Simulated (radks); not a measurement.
Results of a calculation; reference values are marked as such.
The mean radii <r> (bohr) of the occupied orbitals of an atom or ion are listed with their occupations. Level of theory: non-relativistic Kohn-Sham, SCAN, spin-unpolarised, spherical densities, point nucleus; meta-GGA in the generalised Kohn-Sham scheme (a radial shooting solver on a logarithmic mesh with Libxc functionals).

orbital  occ.      <r>
1s          2  0.01941
2s          2  0.08177
2p          6  0.06914
3s          2   0.2065
3p          6   0.1970
3d         10   0.1724
4s          2   0.4555
4p          6   0.4606
4d         10   0.4706
4f         14   0.5016
5s          2    1.039
5p          4    1.128
5d          9    1.481
6s          2    2.734

Name the element and its charge.

Answer. Z = 78, platinum, charge +1: Pt+ in [Kr] 4d10 4f14 5s2 5p4 5d9 6s2. The 1s radius gives Z: for a bare nucleus <r> = 1.5/Z, 0.01923 bohr for Z = 78, and screening makes it slightly larger (0.01941 here). The occupations add up to 77, and the charge is Z minus that.
